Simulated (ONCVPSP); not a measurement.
thallium, ONCV: configuration errors across variants

Tl, optimised norm-conserving Vanderbilt (ONCV), made with ONCVPSP 4.0.1 (PBE, fully relativistic). Core [Xe] 4f14, reference 5d10 6s1.5 6p1.5. Waves: 6s: rc 1.85 bohr, ncon 4, nbas 7, qcut 2.8 1/bohr, 2 projectors, debl 1 Ha; 6p: rc 2.30 bohr, ncon 3, nbas 7, qcut 3.2 1/bohr, 2 projectors, debl 1.7 Ha; 5d: rc 1.85 bohr, ncon 4, nbas 9, qcut 6.8 1/bohr, 2 projectors, debl 2.1 Ha. Local part: polynomial inside 1.45 bohr (lpopt 5, dvloc0 3 Ha). Core correction: Teter function, fcfact 4.25, rcfact 1.3.

Open shells are filled in proportion to 2j + 1.

All-electron excitation energies from the reference (eV): (1) 5d10 6s2 6p1 -3.589; (2) 5d10 6s2 6p0 1.684; (3) 5d10 6s0 6p3 11.365.

1 further variants failed, have other tests or too few solved ones, and are left out.

A true bound ghost makes a file unfit for plane-wave use even where its test errors are small: the radial tests pick states by their node count and pass the ghost by.

Errors AE − PS in meV (a dash: test not solved or not reliable):

| change | (1) | (2) | (3) | bound ghosts | GHOST(+) flags above zero |
| --- | --- | --- | --- | --- | --- |
| base | 0.0 | -0.1 | -2.1 | s | s, p3/2, p1/2 |
| core correction Teter function, fcfact 4.25, rcfact 1.48 | -0.7 | -1.6 | -10 | s | s, p3/2, p1/2 |
| d: rc 2.24 | 0.0 | -0.2 | -2.9 | s | s, p3/2, p1/2 |

Give the same row for: local potential polynomial inside 1.70 bohr (lpopt 2, dvloc0 0 Ha).

-0.1, -0.2, -2.5; bound ghosts: none; GHOST(+) flags above zero: s, p3/2, p1/2.
